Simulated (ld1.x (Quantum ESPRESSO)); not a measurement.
# chromium, ultrasoft: configuration errors across variants

chromium, ultrasoft, made with ld1.x (Quantum ESPRESSO) 7.5 (PBE, scalar-relativistic). Core [Ne] 3s2, reference 3p6 3d5 4s0.75 4p0.25. Waves: 4s (bound): rcut 2.45, rcutus 3.05 bohr; 4s channel at 0.1 Ry: rcut 2.45, rcutus 3.05 bohr; 3p (bound): rcut 1.40, rcutus 1.95 bohr; 4p (bound): rcut 1.40, rcutus 1.95 bohr; 3d (bound): rcut 1.00, rcutus 1.25 bohr; 3d channel at 0.1 Ry: rcut 1.00, rcutus 1.25 bohr. Local part: all-electron potential smoothed inside 1.35 bohr (lloc = -1). Core correction: Bessel-smoothed model core inside 1.05 bohr. Augmentation charge: built from norm-conserving waves at rcut, not smoothed further.

All-electron excitation energies from the reference (eV): (1) 3p6 3d5 4s1 4p0 -0.760; (2) 3p6 3d5 4s0 4p0 6.141; (3) 3p6 3d4 4s0 4p0 22.194.

The overlap operator is not positive definite (basis up to 400 Ry) in “base”, “core correction Bessel-smoothed model core inside 0.90 bohr”, “waves 4s (bound): rcut 2.45, rcutus 3.46 bohr; 4s channel at 0.1 Ry: rcut 2.45, rcutus 3.46 bohr”, “waves 3d (bound): rcut 1.00, rcutus 1.42 bohr; 3d channel at 0.1 Ry: rcut 1.00, rcutus 1.42 bohr”. Such files are unfit for use, however small their errors in these radial tests.

3 further variants failed, have other tests or too few solved ones, and are left out.

A true bound ghost makes a file unfit for plane-wave use even where its test errors are small: the radial tests pick states by their node count and pass the ghost by.

Errors AE − PS in meV (a dash: test not solved or not reliable):

| change | (1) | (2) | (3) | bound ghosts |
| --- | --- | --- | --- | --- |
| base | +5.1 | -8.6 | -22 | s (p not tested, overlap not positive) |
| core correction Bessel-smoothed model core inside 0.90 bohr | +5.1 | -8.6 | -22 | s (p not tested, overlap not positive) |
| waves 4s (bound): rcut 2.45, rcutus 3.46 bohr; 4s channel at 0.1 Ry: rcut 2.45, rcutus 3.46 bohr | +5.1 | -8.6 | -22 | not determined (overlap not positive) |
| waves 3d (bound): rcut 1.00, rcutus 1.42 bohr; 3d channel at 0.1 Ry: rcut 1.00, rcutus 1.42 bohr | +5.2 | -8.9 | -22 | s (p not tested, overlap not positive) |

(1) Give the same row for: augmentation PSQ, inside the norm-conserving radii.

Results:

(1) -2.7, -26, -29; bound ghosts: s (p not tested, overlap not positive). Its overlap operator is not positive definite in a basis up to 400 Ry (lowest eigenvalue p -266.60), so the file is unfit for use: the generalised eigenproblem breaks down once the basis is large enough, and its test numbers describe a broken file.
